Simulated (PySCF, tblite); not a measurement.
Compound: C4H2F2P2.
SMILES: `Fc1ccpc(F)p1`

The calculation used B3LYP/def2-SVPD in PySCF (dipole) on a GFN2-xTB geometry, gas phase.

Masses are those of the commonest isotopes; rigid-rotor values at the optimised geometry. 

Task: Give the principal moments of inertia and the rotational constants in cm⁻¹.

Result: Ia = 220.39, Ib = 384.00, Ic = 604.39 u·Å²; 505379 MHz·u·Å²/I gives 2293, 1316 and 836.2 MHz, that is A = 0.07649, B = 0.04390, C = 0.02789 cm⁻¹.

Task: Classify the top.

Result: An asymmetric top: κ = (2 × 1316 − 2293 − 836.2)/(2293 − 836.2) = -0.34.

Task: What does the inertial defect say?

Result: Planar: Δ = Ic − Ia − Ib = 0.00 u·Å². For a rigid frame Δ = −2 Σ m c², so it vanishes when all atoms lie in the ab plane; here none is more than 0.01 Å from it.

Task: Give the coordinates in the principal-axis frame, origin at the centre of mass.

Result: The sense of each axis is arbitrary; atoms in the order of the calculation.
```json
{"atom": "F1", "mass (u)": "18.998", "a (Å)": "-2.828", "b (Å)": "-0.234", "c (Å)": "0.000"}
{"atom": "C2", "mass (u)": "12.000", "a (Å)": "-1.506", "b (Å)": "0.063", "c (Å)": "0.000"}
{"atom": "C3", "mass (u)": "12.000", "a (Å)": "-1.194", "b (Å)": "1.406", "c (Å)": "0.000"}
{"atom": "C4", "mass (u)": "12.000", "a (Å)": "0.079", "b (Å)": "1.937", "c (Å)": "0.001"}
{"atom": "P5", "mass (u)": "30.974", "a (Å)": "1.600", "b (Å)": "1.103", "c (Å)": "-0.001"}
{"atom": "C6", "mass (u)": "12.000", "a (Å)": "1.061", "b (Å)": "-0.552", "c (Å)": "0.000"}
{"atom": "F7", "mass (u)": "18.998", "a (Å)": "2.094", "b (Å)": "-1.438", "c (Å)": "0.000"}
{"atom": "P8", "mass (u)": "30.974", "a (Å)": "-0.485", "b (Å)": "-1.349", "c (Å)": "0.000"}
{"atom": "H9", "mass (u)": "1.008", "a (Å)": "-2.036", "b (Å)": "2.087", "c (Å)": "0.000"}
{"atom": "H10", "mass (u)": "1.008", "a (Å)": "0.159", "b (Å)": "3.016", "c (Å)": "0.001"}
```

Task: Which types of transition are allowed, and where do some lines up to J = 5 fall?

Result: The dipole components are |μa| = 0.69 D, |μb| = 2.12 D, |μc| = 0.00 D; the mirror of this Cs structure is the ab plane, so μc vanishes by symmetry and there are no c-type lines. Intensities carry the squares of the components, which stand as 0.11 : 1.00 (a : b). Some lines, for components of 0.1 D or more:

| type | branch | J(Ka,Kc) | MHz | lower level (cm⁻¹) |
| --- | --- | --- | --- | --- |
| b | Q | 2(1,1) ← 2(0,2) | 2075 | 0.211 |
| b | Q | 3(2,1) ← 3(1,2) | 2943 | 0.516 |
| a | R | 2(1,2) ← 1(1,1) | 3825 | 0.104 |
| b | R | 4(2,2) ← 3(3,1) | 3951 | 0.799 |
| b | R | 3(1,2) ← 2(2,1) | 4143 | 0.378 |
| b | Q | 3(3,1) ← 3(2,2) | 6162 | 0.593 |
| b | R | 3(1,3) ← 2(0,2) | 6295 | 0.211 |
| a | R | 3(2,2) ← 2(2,1) | 6457 | 0.378 |
| a | Q | 5(1,4) ← 5(1,5) | 6577 | 0.974 |
| a | R | 3(2,1) ← 2(2,0) | 6947 | 0.382 |
| b | Q | 5(4,1) ← 5(3,2) | 7788 | 1.482 |
| b | R | 5(1,4) ← 4(2,3) | 9504 | 0.877 |
| a | R | 5(4,2) ← 4(4,1) | 11066 | 1.371 |
| b | R | 4(3,1) ← 3(2,2) | 15159 | 0.593 |
| b | R | 5(4,1) ← 4(3,2) | 19438 | 1.093 |
| b | R | 5(5,0) ← 4(4,1) | 21739 | 1.371 |

Task: Estimate the classical rotational partition function at 10 K, 25 K and 200 K.

Result: Point group Cs, symmetry number σ = 1; q = (√π/σ)·√((kT/h)³/(ABC)), k/h = 20836.6 MHz/K: 3360 at 10 K, 13300 at 25 K, 300000 at 200 K.

Its GFN2-xTB frequencies are all real (lowest 121 cm⁻¹). No vibrational averaging or centrifugal distortion is included, and the geometry carries the error of its method.

The run took about 50 s of CPU time (one thread, shared machine). This is the B3LYP/def2-SVPD job that gave the dipole, with the excitations it also computed.
